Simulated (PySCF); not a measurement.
ClO (SMILES [O]Cl), doublet, at a GFN2-xTB geometry, atoms displaced at random by about 0.02 Å a coordinate; B3LYP/def2-SVP in PySCF.

Input for PySCF:
```python
from pyscf import gto, scf, dft
from pyscf.geomopt import geometric_solver

mol = gto.Mole()
mol.atom = '''
    Cl    0.00258431   -0.00793375   -0.53942720
    O     0.00589039    0.00520001    1.05579859
'''
mol.basis = 'def2-svp'
mol.spin = 1
mol.verbose = 3
mol.build()

def method(m):
    mf = dft.UKS(m)
    mf.xc = 'b3lyp'
    return mf

conv, mol_eq = geometric_solver.kernel(method(mol), maxsteps=100, convergence_set='GAU_TIGHT')
print('optimisation converged:', conv)
print(mol_eq.tostring(format='xyz'))
mf = method(mol_eq)
mf.kernel()
```

The log (banner, timings and long lists left out):

```
Custom engine selected.
Bonds will be generated from interatomic distances less than 1.20 times sum of covalent radii
6 internal coordinates being used (instead of 6 Cartesians)
Internal coordinate system (atoms numbered from 1):
Distance 1-2
Translation-X 1-2
Translation-Y 1-2
Translation-Z 1-2
Rotation-A 1-2
Rotation-B 1-2
Rotation-C 1-2
<class 'geometric.internal.Distance'> : 1
<class 'geometric.internal.TranslationX'> : 1
<class 'geometric.internal.TranslationY'> : 1
<class 'geometric.internal.TranslationZ'> : 1
<class 'geometric.internal.RotationA'> : 1
<class 'geometric.internal.RotationB'> : 1
<class 'geometric.internal.RotationC'> : 1
> ===== Optimization Info: ====
> Job type: Energy minimization
> Maximum number of optimization cycles: 100
> Initial / maximum trust radius (Angstrom): 0.100 / 0.300
> Convergence Criteria:
> Will converge when all 5 criteria are reached:
>  |Delta-E| < 1.00e-06
>  RMS-Grad  < 1.00e-05
>  Max-Grad  < 1.50e-05
>  RMS-Disp  < 4.00e-05
>  Max-Disp  < 6.00e-05
> === End Optimization Info ===

Geometry optimization cycle 1
Cartesian coordinates (Angstrom)
 Atom        New coordinates             dX        dY        dZ
  Cl   0.002584  -0.007934  -0.539427    0.000000  0.000000  0.000000
   O   0.005890   0.005200   1.055799   -0.000000  0.000000  0.000000

WARN: Mole.unit (angstrom) is changed to Bohr

converged SCF energy = -535.102754441481  <S^2> = 0.75296467  2S+1 = 2.0029625
--------------- UKS_Scanner gradients ---------------
         x                y                z
0 Cl     0.0000194148     0.0000771055     0.0095291809
1 O    -0.0000201423    -0.0000794871    -0.0095381142
----------------------------------------------
cycle 1: E = -535.102754441  dE = -535.103  norm(grad) = 0.0134831
Step    0 : Gradient = 9.534e-03/9.538e-03 (rms/max) Energy = -535.1027544415
Hessian Eigenvalues: 5.00000e-02 5.00000e-02 5.00000e-02 ... 5.00000e-02 5.00000e-02 5.21407e-01

Geometry optimization cycle 2
Cartesian coordinates (Angstrom)
 Atom        New coordinates             dX        dY        dZ
  Cl   0.002582  -0.007944  -0.544171   -0.000003 -0.000010 -0.004743
   O   0.005909   0.005260   1.060731    0.000018  0.000060  0.004932
converged SCF energy = -535.102876082501  <S^2> = 0.75299851  2S+1 = 2.0029963
--------------- UKS_Scanner gradients ---------------
         x                y                z
0 Cl     0.0000075799     0.0000300612     0.0038183136
1 O    -0.0000082768    -0.0000323059    -0.0038272854
----------------------------------------------
cycle 2: E = -535.102876083  dE = -0.000121641  norm(grad) = 0.00540645
Step    1 : Displace = 4.838e-03/4.838e-03 (rms/max) Trust = 1.000e-01 (=) Grad = 3.823e-03/3.827e-03 (rms/max) E (change) = -535.1028760825 (-1.216e-04) Quality = 1.396
Hessian Eigenvalues: 4.99985e-02 5.00000e-02 5.00000e-02 ... 5.00000e-02 5.00000e-02 3.12339e-01

Geometry optimization cycle 3
Cartesian coordinates (Angstrom)
 Atom        New coordinates             dX        dY        dZ
  Cl   0.002587  -0.007920  -0.547251    0.000005  0.000024 -0.003080
   O   0.005928   0.005316   1.064128    0.000019  0.000056  0.003397
converged SCF energy = -535.102900422672  <S^2> = 0.75302389  2S+1 = 2.0030216
--------------- UKS_Scanner gradients ---------------
         x                y                z
0 Cl     0.0000000206     0.0000000597     0.0001712766
1 O    -0.0000006968    -0.0000021997    -0.0001802051
----------------------------------------------
cycle 3: E = -535.102900423  dE = -2.43402e-05  norm(grad) = 0.000248626
Step    2 : Displace = 3.239e-03/3.239e-03 (rms/max) Trust = 1.414e-01 (+) Grad = 1.758e-04/1.802e-04 (rms/max) E (change) = -535.1029004227 (-2.434e-05) Quality = 1.040
Hessian Eigenvalues: 4.99912e-02 5.00000e-02 5.00000e-02 ... 5.00000e-02 5.00000e-02 2.98006e-01

Geometry optimization cycle 4
Cartesian coordinates (Angstrom)
 Atom        New coordinates             dX        dY        dZ
  Cl   0.002595  -0.007889  -0.547305    0.000008  0.000031 -0.000054
   O   0.005936   0.005334   1.064387    0.000008  0.000018  0.000258
converged SCF energy = -535.102900476124  <S^2> = 0.75302532  2S+1 = 2.003023
--------------- UKS_Scanner gradients ---------------
         x                y                z
0 Cl    -0.0000003339    -0.0000013639    -0.0000026838
1 O    -0.0000003412    -0.0000007685    -0.0000062419
----------------------------------------------
cycle 4: E = -535.102900476  dE = -5.34518e-08  norm(grad) = 6.98874e-06
Step    3 : Displace = 1.563e-04/1.563e-04 (rms/max) Trust = 2.000e-01 (+) Grad = 4.942e-06/6.298e-06 (rms/max) E (change) = -535.1029004761 (-5.345e-08) Quality = 1.012
Hessian Eigenvalues: 4.80966e-02 5.00000e-02 5.00000e-02 ... 5.00000e-02 5.00000e-02 3.01271e-01

Geometry optimization cycle 5
Cartesian coordinates (Angstrom)
 Atom        New coordinates             dX        dY        dZ
  Cl   0.002602  -0.007858  -0.547210    0.000007  0.000031  0.000094
   O   0.005943   0.005350   1.064490    0.000007  0.000016  0.000103
converged SCF energy = -535.10290047617  <S^2> = 0.75302544  2S+1 = 2.0030232
--------------- UKS_Scanner gradients ---------------
         x                y                z
0 Cl    -0.0000003320    -0.0000013862    -0.0000067465
1 O    -0.0000003430    -0.0000007436    -0.0000021796
----------------------------------------------
cycle 5: E = -535.102900476  dE = -4.58158e-11  norm(grad) = 7.27793e-06
Step    4 : Displace = 4.394e-06/4.394e-06 (rms/max) Trust = 2.828e-01 (+) Grad = 5.146e-06/6.895e-06 (rms/max) E (change) = -535.1029004762 (-4.582e-11) Quality = 0.051
Hessian Eigenvalues: 4.80966e-02 5.00000e-02 5.00000e-02 ... 5.00000e-02 5.00000e-02 3.01271e-01
Converged! =D

optimisation converged: True
2
XYZ from PySCF
Cl          0.00260201       -0.00785761       -0.54721040
O           0.00594316        0.00534987        1.06448995

converged SCF energy = -535.102900531137  <S^2> = 0.75302545  2S+1 = 2.0030232
```
